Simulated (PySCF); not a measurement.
# C6H7O: g tensor and hyperfine couplings

Compound: C₆H₇O (doublet state).
Geometry (GFN2-xTB, Å), atoms numbered from 1 in this order:
```
atom  x, y, z in Å
O1     3.526   -1.121   -1.382
C2     2.998   -0.180   -0.795
C3     1.804   -0.221   -0.098
C4     0.634   -0.219    0.441
C5    -0.634    0.141   -0.240
C6    -1.898   -0.571    0.159
C7    -1.701    0.860    0.540
H8     3.481    0.820   -0.785
H9     0.518   -0.491    1.488
H10   -0.511    0.400   -1.283
H11   -1.836   -1.320    0.934
H12   -2.606   -0.810   -0.619
H13   -2.272    1.619    0.029
H14   -1.504    1.091    1.576
```

The hyperfine couplings belong to this conformer and change with its torsions.

The species is `O=C/[C]=C\C1CC1` [radical].

Method used: PySCF, UKS B3LYP, pcH-1 on C H O, non-relativistic, mean-field spin-orbit, GIAO. Geometry: GFN2-xTB, one conformer, isolated molecule. A GFN2-xTB geometry isn't a minimum of the functional, and hyperfine couplings can be far from their values at a DFT geometry. The SCF solution wasn't tested for stability.

```
g1, g2, g3                      : 2.00209, 2.00447, 2.00999
g_iso                           : 2.00552
Form of g                       : rhombic: the two nearest values differ by 30 % of g3 − g1
⟨S²⟩                            : 0.7682 (exact 0.7500)
α and β electrons               : 26, 25
HOMO–LUMO gap, α and β orbitals : 6.45, 3.58 eV
Total energy                    : -307.96258 Eh
Basis functions                 : 245
```

Isotropic coupling and dipolar principal values T1 to T3, in G (MHz turned into gauss with g_iso; 10 G = 1 mT):

| atom | isotope | a_iso | T1 | T2 | T3 | Mulliken spin population |
| --- | --- | --- | --- | --- | --- | --- |
| O1 | 17O | -9.3 | -42.6 | 21.2 | 21.5 | 0.39 |
| C2 | 13C | -14.7 | -4.8 | 0.9 | 3.8 | -0.12 |
| C3 | 13C | 21.6 | -22.3 | -17.0 | 39.3 | 0.76 |
| C4 | 13C | -15.0 | -4.3 | 1.3 | 3.0 | -0.13 |
| C5 | 13C | 25.8 | -1.8 | -1.7 | 3.4 | 0.05 |
| C6 | 13C | -1.0 | -0.2 | -0.1 | 0.3 | 0.00 |
| C7 | 13C | -1.2 | -0.1 | 0.0 | 0.1 | 0.00 |
| H8 | 1H | 0.5 | -2.0 | -0.7 | 2.7 | 0.00 |
| H9 | 1H | 45.6 | -1.5 | -1.0 | 2.5 | 0.05 |
| H10 | 1H | -1.4 | -1.6 | -0.5 | 2.1 | 0.00 |
| H11 | 1H | 0.2 | -0.4 | -0.3 | 0.7 | 0.00 |
| H12 | 1H | -0.2 | -0.3 | -0.2 | 0.5 | 0.00 |
| H13 | 1H | -0.2 | -0.3 | -0.2 | 0.5 | 0.00 |
| H14 | 1H | 0.3 | -0.4 | -0.3 | 0.7 | 0.00 |

The largest Mulliken spin populations are on C3 (+0.76), O1 (+0.39), C4 (-0.13) and C2 (-0.12). The positive populations add up to 1.25 and the negative ones to -0.25, together 2S = 1.

Axes: g3 points within 3° of the O1–C2 bond.

Under fast tumbling the dipolar parts average out, and these isotropic splittings remain: 1 × 1H (H9, I = 1/2, 2 lines) with 4.56 mT, 1 × 1H (H10, I = 1/2, 2 lines) with 0.14 mT and 1 × 1H (H8, I = 1/2, 2 lines) with 0.05 mT.

The 17O coupling of O1 (-26.2 MHz) shows only in satellite lines or after enrichment, since that isotope makes up about 0.038 % of natural oxygen.

The 13C coupling of C5 (72.4 MHz) shows only in satellite lines or after enrichment, since that isotope makes up about 1.07 % of natural carbon.

Examples of negative spin density at the nucleus (bohr⁻³): C4 (-0.0375), C2 (-0.0367) and C6/C7 (-0.0027).
